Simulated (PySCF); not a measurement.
**Spin-Hamiltonian simulation**

Molecule: SMILES O(C(C(=C)F)=O)CC, C₅H₇FO₂.

Molfile (atoms numbered from 1):
```
C5H7FO2
     RDKit          3D

 15 14  0  0  0  0  0  0  0  0999 V2000
    3.2671    0.1978    0.1951 C   0  0  0  0  0  0  0  0  0  0  0  0
    2.0145    0.4626   -0.1673 C   0  0  0  0  0  0  0  0  0  0  0  0
    1.7172    1.3722   -1.0869 F   0  0  0  0  0  0  0  0  0  0  0  0
    0.8443   -0.2433    0.4365 C   0  0  0  0  0  0  0  0  0  0  0  0
    0.9474   -1.0973    1.2792 O   0  0  0  0  0  0  0  0  0  0  0  0
   -0.3053    0.1903   -0.0657 O   0  0  0  0  0  0  0  0  0  0  0  0
   -1.4859   -0.4247    0.4515 C   0  0  0  0  0  0  0  0  0  0  0  0
   -2.6712    0.1780   -0.2543 C   0  0  0  0  0  0  0  0  0  0  0  0
    3.4383   -0.5621    0.9571 H   0  0  0  0  0  0  0  0  0  0  0  0
    4.1065    0.7259   -0.2588 H   0  0  0  0  0  0  0  0  0  0  0  0
   -1.4161   -1.5133    0.2957 H   0  0  0  0  0  0  0  0  0  0  0  0
   -1.5215   -0.2619    1.5408 H   0  0  0  0  0  0  0  0  0  0  0  0
   -2.7177    1.2638   -0.0862 H   0  0  0  0  0  0  0  0  0  0  0  0
   -2.6145   -0.0002   -1.3380 H   0  0  0  0  0  0  0  0  0  0  0  0
   -3.6012   -0.2714    0.1228 H   0  0  0  0  0  0  0  0  0  0  0  0
  1  2  2  0
  2  3  1  0
  2  4  1  0
  4  5  2  0
  4  6  1  0
  6  7  1  0
  7  8  1  0
  1  9  1  0
  1 10  1  0
  7 11  1  0
  7 12  1  0
  8 13  1  0
  8 14  1  0
  8 15  1  0
M  END
```

- spin–spin couplings from B3LYP/pcJ-1 (spin–dipole term only in couplings to heteroatoms)
- geometry from PBE0-D3(BJ)/def2-SVP
- shielding tensors at PBE0/pcSseg-1 (GIAO)
- run in PySCF 2.14
- a single conformation, in vacuum, non-relativistic Hamiltonian, averaged over atoms made equivalent by symmetry, fast rotation or ring inversion

Referencing at the same level of theory: TMS for ¹H (σ = 31.27 ppm).

The 5-spin Hamiltonian (Zeeman plus full scalar coupling among like nuclei) was diagonalised exactly; lines are Lorentzian, 1.0 Hz wide, and the maxima above 3 % are listed with the tallest set to 100.

Peak list at 500 MHz for the spins H11/H12/H13/H14/H15:
Hz from δ = 0 (height): 1987.4 (17), 1979.2 (50), 1971.0 (50), 1962.8 (17), 698.2 (51), 690.0 (100), 681.8 (49)

Task: Extract the chemical shifts and coupling constants behind this pattern (give the signs of the calculation).

Result: 
Shifts (ppm): H11/H12 3.95, H13/H14/H15 1.38.
Couplings (Hz): H11–H12: -14.1; H11–H13, H11–H14, H11–H15, H12–H13, H12–H14, H12–H15: 8.2; H13–H14, H13–H15, H14–H15: -14.2.
These are the parameters used. A line list fixes at most the relative signs, and those only where coupling is strong; other parameter sets or atom labellings may fit too, and couplings well below the line width leave little trace. Couplings within a CH3 group never show.

Unscaled 3J(H,H) at this level run about 10 % above measured values.
